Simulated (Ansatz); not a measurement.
Other settings, tried on K6.

```yaml
crystal:
  periodic: [false, false, false]
  atoms:
    - {symbol: K, position_ang: [1.283331, -3.541081, -0.412943]}
    - {symbol: K, position_ang: [-3.082425, -2.378782, -0.274992]}
    - {symbol: K, position_ang: [-3.222147, 2.185451, -0.346705]}
    - {symbol: K, position_ang: [-0.012674, 0.029693, 1.743826]}
    - {symbol: K, position_ang: [1.065763, 3.588909, -0.547250]}
    - {symbol: K, position_ang: [3.968162, 0.115820, -0.161946]}
basis:
  gaussian: {orbitals: def2-mTZVP}
hamiltonian: {xc: {name: HF}}
correlation: {method: mp2, frozen_orbitals: {K: 0}}
scf: {omitted_lower_state_checks: [starts]}
```

```sh
$ ansatz run in.yaml --threads 4 --pin off --events-out ev --progress --plain --max-ram 3916MiB
```

Output, abridged:

```
Functional definition: HF
1338 factors; integrals over basis functions are off by at most 9.8e-5 eV
mean field evaluation 1: about -97822.3036 eV, gradient 2.4e0 eV
mean field evaluation 2: about -97822.5216 eV, gradient 2.6e0 eV
mean field evaluation 4: about -97822.6441 eV, gradient 2.8e-1 eV
mean field evaluation 8: about -97822.6478 eV, gradient 4.8e-6 eV
mean field -97822.64784007 eV, -3594.9160015503 hartree, gradient 3.5e-6 eV, S^2 0.000000; 0 other end points of the search recorded, 0 dependent functions left out; unrestricted orbitals would lower it
mean field evaluation 16: about -97822.8301 eV, gradient 1.2e0 eV
reference -97822.64784007 eV, -3594.9160015503 hartree; 57, 57 occupied and 51, 51 virtual orbitals, 1338 factors
second order -6.67682576 eV of doubles, -0.00000000 eV of singles
Total energy: -97829.32466583 eV, -3595.1613703713 hartree
Checks for a lower state left out: starts
```

Run time 2 s (4 threads of Arm Neoverse V1 on a shared host).

Correlated methods freeze no core orbitals; core or outer-core shells of K are correlated, in sets that lack core-valence functions. The restricted singlet (for correlated methods, its reference) is unstable: a solution with broken spin symmetry lies lower.
